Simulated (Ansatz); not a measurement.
Relaxation of Ge₉NH₁₆, a doped cluster cut from the lattice of germanium (N on a surface site) with UKS r2SCAN-D4/def2-SVP.

```sh
$ ansatz run in.yaml --threads 2 --pin off --events-out ev --progress --plain --max-ram 32768MiB --backend cuda --devices 0, --max-vram 18GiB
```

```yaml
crystal:
  periodic: [false, false, false]
  atoms:
    - {symbol: Ge, position_ang: [0.211720, -3.104040, -0.097180]}
    - {symbol: Ge, position_ang: [0.014660, -0.013040, -2.785570]}
    - {symbol: Ge, position_ang: [-2.688460, -0.163250, -0.024030]}
    - {symbol: Ge, position_ang: [0.223300, -0.009000, 2.484330]}
    - {symbol: Ge, position_ang: [-0.001230, 2.914890, -0.037930]}
    - {symbol: Ge, position_ang: [2.578050, 0.131790, 0.237060]}
    - {symbol: Ge, position_ang: [-1.273630, -1.599350, -1.432380]}
    - {symbol: N, position_ang: [1.366500, -0.856990, 1.268710]}
    - {symbol: Ge, position_ang: [1.367000, 1.443610, -1.385720]}
    - {symbol: Ge, position_ang: [-1.331490, 1.375110, 1.275070]}
    - {symbol: H, position_ang: [-0.276170, -4.545410, -0.618910]}
    - {symbol: H, position_ang: [-0.637140, -3.193140, 1.236200]}
    - {symbol: H, position_ang: [0.977530, -0.629020, -3.795210]}
    - {symbol: H, position_ang: [-0.792560, 0.916900, -3.691820]}
    - {symbol: H, position_ang: [-3.513790, -0.985620, 0.958590]}
    - {symbol: H, position_ang: [-3.788550, 0.576540, -0.790630]}
    - {symbol: H, position_ang: [-0.339350, -1.184770, 3.266200]}
    - {symbol: H, position_ang: [1.136640, 0.707990, 3.483270]}
    - {symbol: H, position_ang: [-0.876590, 3.875060, -0.829560]}
    - {symbol: H, position_ang: [0.778000, 3.850360, 0.873080]}
    - {symbol: H, position_ang: [3.487860, -0.968100, -0.296800]}
    - {symbol: H, position_ang: [3.464950, 0.891040, 1.229060]}
    - {symbol: H, position_ang: [-2.229370, -2.185340, -2.526360]}
    - {symbol: H, position_ang: [1.878700, -1.574130, 1.767800]}
    - {symbol: H, position_ang: [2.443020, 2.257860, -2.116830]}
    - {symbol: H, position_ang: [-2.179600, 2.070040, 2.349570]}
basis:
  gaussian: {orbitals: def2-SVP}
magnetization: {spin_polarized: true, initial_magnetization: 1}
hamiltonian: {xc: r2scan, dispersion: d4}
scf: {lower_state_search: "off"}
output: {orbitals: {seedname: orbitals}}
relax: {f_tol: 0.03, max_steps: 70}
```

Hardware: 2 threads of AMD EPYC 7R13 on a shared host and a share (18 GiB) of an NVIDIA H100 80GB HBM3. Wall time 64 s, peak host memory 1.1 GiB.

Positions (Å) and forces (eV/Å) at steps 1, 2, 3, 4, 5, 6, 7, 9 of 9:

```xyz
26
step=1 energy=-510350.9880 eV
Ge    0.212   -3.104   -0.097   -1.663   -0.319    0.076
Ge    0.015   -0.013   -2.786    0.122    0.152    0.156
Ge   -2.688   -0.163   -0.024    0.166   -0.068   -0.066
Ge    0.223   -0.009    2.484    0.259   -0.233    0.034
Ge   -0.001    2.915   -0.038   -0.180   -0.153   -0.010
Ge    2.578    0.132    0.237    0.059   -0.333    0.216
Ge   -1.274   -1.599   -1.432    0.095    0.370   -0.218
N     1.367   -0.857    1.269   -0.360    0.112   -0.503
Ge    1.367    1.444   -1.386    0.072    0.056    0.138
Ge   -1.331    1.375    1.275   -0.068   -0.052    0.043
H    -0.276   -4.545   -0.619    0.642    0.312   -0.127
H    -0.637   -3.193    1.236    0.476    0.280   -0.077
H     0.978   -0.629   -3.795    0.269   -0.359   -0.057
H    -0.793    0.917   -3.692   -0.377    0.172    0.017
H    -3.514   -0.986    0.959   -0.003   -0.300    0.313
H    -3.789    0.577   -0.791    0.038    0.207   -0.313
H    -0.339   -1.185    3.266   -0.403   -0.215    0.151
H     1.137    0.708    3.483    0.078    0.386    0.165
H    -0.877    3.875   -0.830   -0.278    0.050   -0.331
H     0.778    3.850    0.873    0.351    0.041    0.296
H     3.488   -0.968   -0.297    0.169   -0.171   -0.385
H     3.465    0.891    1.229    0.104    0.423    0.079
H    -2.229   -2.185   -2.526    0.219   -0.192    0.302
H     1.879   -1.574    1.768    0.267   -0.340    0.234
H     2.443    2.258   -2.117    0.052    0.056   -0.188
H    -2.180    2.070    2.350   -0.106    0.117    0.056
26
step=2 energy=-510351.4268 eV
Ge    0.018   -3.087   -0.103   -0.331   -0.432   -0.045
Ge    0.053    0.033   -2.799    0.140    0.091    0.009
Ge   -2.695   -0.165   -0.011   -0.017    0.080   -0.082
Ge    0.244   -0.043    2.500    0.133    0.017    0.018
Ge   -0.025    2.915   -0.030   -0.033   -0.082    0.027
Ge    2.605    0.096    0.250   -0.026   -0.093    0.087
Ge   -1.273   -1.513   -1.469   -0.143   -0.105   -0.028
N     1.364   -0.892    1.254   -0.091    0.241   -0.042
Ge    1.398    1.460   -1.357   -0.001   -0.018    0.059
Ge   -1.335    1.361    1.305    0.022   -0.063   -0.010
H    -0.185   -4.566   -0.688    0.111    0.527    0.156
H    -0.633   -3.127    1.324    0.132    0.024   -0.269
H     1.013   -0.678   -3.775   -0.020   -0.080    0.042
H    -0.848    0.939   -3.666   -0.052   -0.022    0.053
H    -3.482   -1.026    0.995    0.032   -0.100   -0.003
H    -3.748    0.600   -0.841    0.049    0.051   -0.011
H    -0.406   -1.199    3.277   -0.094   -0.001    0.033
H     1.127    0.760    3.486   -0.048    0.062    0.031
H    -0.914    3.845   -0.873   -0.039   -0.032   -0.074
H     0.813    3.813    0.897    0.053   -0.014    0.040
H     3.511   -0.982   -0.368    0.037    0.030   -0.103
H     3.464    0.953    1.214    0.013    0.061   -0.056
H    -2.202   -2.240   -2.492    0.133    0.029    0.167
H     1.884   -1.608    1.761    0.065   -0.229    0.024
H     2.447    2.266   -2.148    0.001    0.022   -0.050
H    -2.197    2.086    2.356   -0.027    0.036    0.027
26
step=3 energy=-510351.4851 eV
Ge   -0.064   -3.122   -0.143   -0.063   -0.168   -0.009
Ge    0.073    0.019   -2.774    0.078    0.047   -0.023
Ge   -2.698   -0.146   -0.013   -0.032    0.022    0.007
Ge    0.274   -0.028    2.529    0.096   -0.058    0.098
Ge   -0.038    2.897   -0.027   -0.020    0.002   -0.009
Ge    2.635    0.115    0.267    0.085   -0.016    0.049
Ge   -1.302   -1.503   -1.470   -0.078   -0.037   -0.040
N     1.424   -0.857    1.308    0.118   -0.182    0.078
Ge    1.408    1.456   -1.341   -0.012   -0.038    0.043
Ge   -1.327    1.346    1.325    0.040   -0.034   -0.023
H    -0.186   -4.559   -0.757    0.022    0.186    0.014
H    -0.694   -3.213    1.273    0.061    0.050   -0.062
H     1.016   -0.735   -3.734   -0.014   -0.036    0.024
H    -0.838    0.913   -3.643   -0.015   -0.019    0.019
H    -3.490   -1.033    0.969    0.001   -0.038   -0.022
H    -3.724    0.653   -0.843    0.028    0.025    0.003
H    -0.408   -1.177    3.297   -0.001    0.012    0.000
H     1.090    0.820    3.540   -0.037    0.002   -0.013
H    -0.936    3.795   -0.899   -0.011   -0.024   -0.022
H     0.800    3.814    0.887    0.005   -0.020    0.003
H     3.548   -0.939   -0.390   -0.024    0.017   -0.011
H     3.510    1.016    1.179   -0.011    0.001   -0.055
H    -2.226   -2.228   -2.486    0.050    0.012    0.059
H     1.918   -1.653    1.741   -0.264    0.276   -0.115
H     2.432    2.267   -2.163   -0.008    0.009   -0.010
H    -2.198    2.083    2.365    0.007    0.009    0.017
26
step=4 energy=-510351.4586 eV rejected
Ge   -0.065   -3.108   -0.307   -0.134    0.039    0.047
Ge    0.111   -0.022   -2.784   -0.100    0.037   -0.013
Ge   -2.718   -0.127    0.005    0.044   -0.074    0.093
Ge    0.303    0.017    2.676   -0.014    0.381   -0.255
Ge   -0.077    2.812   -0.036    0.074   -0.023    0.065
Ge    2.685    0.108    0.296   -0.209    0.262    0.077
Ge   -1.372   -1.465   -1.513    0.130    0.033   -0.042
N     1.419   -0.711    1.387    0.160   -0.351   -0.014
Ge    1.422    1.400   -1.318    0.063    0.043   -0.079
Ge   -1.315    1.290    1.392   -0.082    0.087    0.144
H    -0.213   -4.517   -0.935    0.031   -0.020   -0.001
H    -0.562   -3.181    1.153    0.054   -0.070    0.084
H     1.036   -0.846   -3.702   -0.002   -0.022    0.013
H    -0.778    0.862   -3.683    0.055    0.056   -0.042
H    -3.539   -1.068    0.910   -0.034   -0.003   -0.011
H    -3.705    0.750   -0.793    0.015    0.004   -0.001
H    -0.332   -1.133    3.477    0.076   -0.065   -0.054
H     1.097    0.937    3.640   -0.061   -0.031    0.006
H    -0.990    3.662   -0.942   -0.021   -0.027    0.011
H     0.750    3.763    0.851    0.005    0.039   -0.013
H     3.541   -0.997   -0.351   -0.058   -0.048    0.086
H     3.597    1.052    1.122    0.021   -0.053   -0.028
H    -2.294   -2.198   -2.516   -0.012    0.008   -0.010
H     1.763   -1.612    1.704    0.117   -0.268    0.030
H     2.407    2.255   -2.145   -0.016    0.020   -0.036
H    -2.171    2.078    2.409   -0.101    0.047   -0.060
26
step=5 energy=-510351.5098 eV
Ge   -0.070   -3.107   -0.198   -0.024    0.015   -0.011
Ge    0.095    0.007   -2.777   -0.012   -0.003    0.002
Ge   -2.705   -0.140    0.006   -0.009    0.001   -0.006
Ge    0.290   -0.010    2.582   -0.040    0.066    0.047
Ge   -0.055    2.859   -0.028   -0.011   -0.002   -0.013
Ge    2.655    0.111    0.284    0.023    0.043   -0.018
Ge   -1.326   -1.479   -1.482    0.001    0.032    0.007
N     1.419   -0.805    1.336    0.176   -0.303    0.077
Ge    1.418    1.435   -1.328    0.019    0.001   -0.023
Ge   -1.325    1.328    1.361   -0.015   -0.013    0.042
H    -0.188   -4.515   -0.839    0.005   -0.025   -0.005
H    -0.618   -3.200    1.246    0.021   -0.007   -0.011
H     1.022   -0.799   -3.710   -0.003    0.000    0.017
H    -0.801    0.898   -3.663    0.013   -0.001   -0.006
H    -3.520   -1.063    0.936    0.006    0.013   -0.014
H    -3.701    0.708   -0.813    0.001   -0.001    0.001
H    -0.366   -1.167    3.357    0.012   -0.008   -0.004
H     1.079    0.873    3.584    0.008   -0.019   -0.011
H    -0.967    3.723   -0.921    0.001   -0.010    0.002
H     0.779    3.798    0.868   -0.009    0.002   -0.008
H     3.536   -0.970   -0.369   -0.018   -0.006    0.010
H     3.556    1.032    1.148   -0.014   -0.027   -0.004
H    -2.247   -2.209   -2.489   -0.001   -0.015    0.005
H     1.832   -1.673    1.702   -0.137    0.262   -0.084
H     2.411    2.270   -2.165   -0.002    0.004    0.014
H    -2.202    2.093    2.376    0.007    0.001   -0.006
26
step=6 energy=-510351.5134 eV
Ge   -0.072   -3.110   -0.236   -0.003    0.034    0.044
Ge    0.098    0.006   -2.779    0.000   -0.014   -0.020
Ge   -2.712   -0.129    0.008   -0.002   -0.034    0.030
Ge    0.297    0.006    2.605    0.012    0.014   -0.041
Ge   -0.067    2.839   -0.031    0.008    0.013    0.013
Ge    2.661    0.107    0.285   -0.026    0.016    0.020
Ge   -1.339   -1.467   -1.488    0.018    0.014    0.016
N     1.423   -0.787    1.351    0.025   -0.093    0.038
Ge    1.423    1.429   -1.328   -0.002   -0.001    0.006
Ge   -1.333    1.323    1.381    0.003    0.005    0.004
H    -0.191   -4.519   -0.872   -0.008   -0.015   -0.020
H    -0.582   -3.208    1.221    0.016   -0.012   -0.007
H     1.025   -0.817   -3.696   -0.003   -0.002    0.004
H    -0.781    0.900   -3.679    0.012    0.001   -0.007
H    -3.533   -1.061    0.922   -0.008    0.009   -0.010
H    -3.702    0.730   -0.806    0.008    0.000   -0.001
H    -0.344   -1.156    3.385    0.004   -0.014    0.002
H     1.092    0.891    3.597   -0.003    0.007   -0.004
H    -0.984    3.690   -0.930   -0.003   -0.004   -0.002
H     0.761    3.789    0.857   -0.005    0.019   -0.006
H     3.525   -0.991   -0.361   -0.005   -0.006   -0.001
H     3.572    1.023    1.140    0.009   -0.003   -0.004
H    -2.259   -2.210   -2.487   -0.013    0.013   -0.016
H     1.816   -1.660    1.712   -0.026    0.059   -0.029
H     2.412    2.279   -2.158   -0.010   -0.002    0.007
H    -2.209    2.104    2.386    0.004   -0.002   -0.014
26
step=7 energy=-510351.5158 eV
Ge   -0.060   -3.102   -0.239   -0.001   -0.024   -0.011
Ge    0.102    0.002   -2.776   -0.001    0.005    0.006
Ge   -2.714   -0.126    0.020   -0.002    0.008   -0.007
Ge    0.303    0.014    2.606   -0.032    0.034    0.032
Ge   -0.077    2.843   -0.031    0.001   -0.002   -0.003
Ge    2.651    0.095    0.288    0.013    0.014   -0.029
Ge   -1.341   -1.459   -1.478   -0.002    0.003    0.014
N     1.413   -0.798    1.352    0.000   -0.044    0.015
Ge    1.417    1.428   -1.319   -0.002    0.000    0.001
Ge   -1.334    1.327    1.389    0.001   -0.008    0.005
H    -0.153   -4.493   -0.923    0.007   -0.006   -0.009
H    -0.573   -3.268    1.210    0.001    0.024   -0.002
H     1.036   -0.834   -3.675    0.001   -0.004    0.005
H    -0.761    0.891   -3.696    0.004   -0.004   -0.001
H    -3.558   -1.048    0.922    0.008    0.003   -0.002
H    -3.686    0.744   -0.805   -0.005    0.001   -0.001
H    -0.324   -1.136    3.415   -0.005   -0.007   -0.009
H     1.108    0.914    3.576    0.011    0.002   -0.002
H    -1.002    3.673   -0.942   -0.005   -0.001   -0.002
H     0.742    3.816    0.842   -0.006    0.004   -0.003
H     3.501   -1.008   -0.369    0.001    0.000   -0.003
H     3.575    0.998    1.142    0.005   -0.003    0.004
H    -2.268   -2.193   -2.478   -0.002    0.000    0.001
H     1.805   -1.667    1.720    0.005    0.004   -0.007
H     2.408    2.278   -2.144    0.003    0.001    0.004
H    -2.210    2.109    2.393    0.003    0.000    0.004
26
step=9 energy=-510351.5173 eV
Ge   -0.063   -3.111   -0.263   -0.008    0.005   -0.005
Ge    0.117   -0.001   -2.770    0.003    0.002   -0.007
Ge   -2.710   -0.118    0.032   -0.001    0.003    0.002
Ge    0.308    0.019    2.614    0.009   -0.011   -0.002
Ge   -0.094    2.847   -0.036   -0.001    0.007    0.001
Ge    2.648    0.089    0.287    0.000   -0.006    0.011
Ge   -1.344   -1.448   -1.475    0.005   -0.005   -0.004
N     1.410   -0.801    1.357   -0.004    0.018   -0.014
Ge    1.416    1.436   -1.310   -0.004    0.005    0.002
Ge   -1.331    1.333    1.403    0.004    0.005   -0.005
H    -0.168   -4.498   -0.952   -0.001    0.003    0.005
H    -0.557   -3.266    1.194    0.002   -0.006    0.002
H     1.066   -0.856   -3.634   -0.003    0.001    0.001
H    -0.725    0.875   -3.721    0.004   -0.003    0.002
H    -3.547   -1.048    0.933   -0.003   -0.003    0.002
H    -3.689    0.750   -0.788    0.002   -0.002    0.003
H    -0.326   -1.131    3.419    0.000    0.002    0.002
H     1.123    0.914    3.581   -0.003   -0.003   -0.002
H    -1.038    3.640   -0.962    0.002   -0.002    0.001
H     0.705    3.855    0.815   -0.004   -0.002   -0.004
H     3.482   -1.016   -0.387   -0.001    0.001    0.000
H     3.591    0.975    1.140   -0.001   -0.002   -0.002
H    -2.278   -2.168   -2.478    0.002    0.002    0.001
H     1.799   -1.673    1.719    0.003   -0.007    0.007
H     2.411    2.288   -2.128   -0.001   -0.001    0.000
H    -2.204    2.114    2.410   -0.001    0.000   -0.001
```
